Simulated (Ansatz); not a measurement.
Reaction (ligand exchange at a Ta–F bond): `[NH2][Ta]([NH2])(=[O])[F]` + NH₃ → `[NH2][Ta]([NH2])([NH2])=[O]` + H–F

Program: Ansatz. Geometries: PBE0-D4/def2-TZVP. ΔE: electronic, gas phase. CCSD(T)/CBS adds triple-zeta CCSD(T) − MP2 to the extrapolated MP2 energy (def2 sets, frozen cores). This one scheme is used for every species. Functionals use def2-TZVPP. def2 core potentials past Kr. For Ta outer-core shells are correlated without core-valence functions, which leaves a few kJ/mol of doubt a bond. One conformer a species, not always the lowest.

| species | revPBE energy (Eh) |
| --- | --- |
| `[NH2][Ta]([NH2])(=[O])[F]` | -344.34368 |
| NH₃ | -56.56749 |
| `[NH2][Ta]([NH2])([NH2])=[O]` | -300.41291 |
| H–F | -100.45745 |

**Question.** Work out ΔE.

**Answer.** ΔE = (-300.41291) + (-100.45745) − (-344.34368) − (-56.56749) = 0.04081 Eh = +1.11 eV. CCSD(T)/CBS gives +0.94 eV.

**Question.** What do rigid-rotor, harmonic-oscillator terms from PBE0-D4/def2-TZVP frequencies (298.15 K, 1 bar) make of the CCSD(T)/CBS value? (Estimate.)

**Answer.** Ansatz gave: ΔZPE = -0.08 eV, ΔH = +0.89 eV, ΔS = -7 J/(mol·K), ΔG = +0.91 eV.

Largest T1 diagnostic among the species: 0.020.

Leaving LDA and LC-ωPBE aside and taking each functional with its dispersion term where it has one, the values, not all of them listed here, spread over 0.17 eV, from PBE-QIDH to B97M-V. LDA lies −0.10 eV from PBE without D4. The D4 term adds −0.06 eV with B3LYP and −0.04 eV with PBE0; it sums over pairs of atoms, weighted by their polarisabilities, and B3LYP, whose exchange is more repulsive, gets the larger term.

B3LYP here is the variant with VWN-RPA as its local correlation; programs differ in this.
